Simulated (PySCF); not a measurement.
CH6SeSi, SMILES [SiH3]C[SeH], CAM-B3LYP/def2-SVP optimised geometry.

```
9

Si     1.08    -0.43     0.00
C     -0.81    -0.43     0.00
Se    -1.59     1.37     0.00
H      1.59     0.24     1.22
H      1.59    -1.83    -0.04
H      1.58     0.30    -1.20
H     -1.17    -0.89     0.93
H     -1.22    -1.01    -0.84
H     -0.90     1.83    -1.21
```

Density from CAM-B3LYP/def2-TZVP in PySCF at that geometry.

Minimum of the electron density along straight lines between bonded atoms, close to the bond critical point (lines longer than 1.1 times the sum of covalent radii, or with two minima, are not listed):

```json
[
 {"bond": "Si1–C2", "length / Å": "1.884", "ρ at the minimum / e bohr⁻³": "0.120", "∇²ρ there / e bohr⁻⁵": "0.17", "position (fraction from the first atom)": "0.39"},
 {"bond": "C2–Se3", "length / Å": "1.962", "ρ at the minimum / e bohr⁻³": "0.144", "∇²ρ there / e bohr⁻⁵": "-0.15", "position (fraction from the first atom)": "0.48"},
 {"bond": "Si1–H4", "length / Å": "1.487", "ρ at the minimum / e bohr⁻³": "0.122", "∇²ρ there / e bohr⁻⁵": "0.15", "position (fraction from the first atom)": "0.49"},
 {"bond": "Si1–H5", "length / Å": "1.492", "ρ at the minimum / e bohr⁻³": "0.120", "∇²ρ there / e bohr⁻⁵": "0.14", "position (fraction from the first atom)": "0.49"},
 {"bond": "Si1–H6", "length / Å": "1.490", "ρ at the minimum / e bohr⁻³": "0.121", "∇²ρ there / e bohr⁻⁵": "0.15", "position (fraction from the first atom)": "0.49"},
 {"bond": "C2–H7", "length / Å": "1.100", "ρ at the minimum / e bohr⁻³": "0.271", "∇²ρ there / e bohr⁻⁵": "-0.90", "position (fraction from the first atom)": "0.65"},
 {"bond": "C2–H8", "length / Å": "1.099", "ρ at the minimum / e bohr⁻³": "0.273", "∇²ρ there / e bohr⁻⁵": "-0.92", "position (fraction from the first atom)": "0.65"},
 {"bond": "Se3–H9", "length / Å": "1.470", "ρ at the minimum / e bohr⁻³": "0.177", "∇²ρ there / e bohr⁻⁵": "-0.33", "position (fraction from the first atom)": "0.63"}
]
```
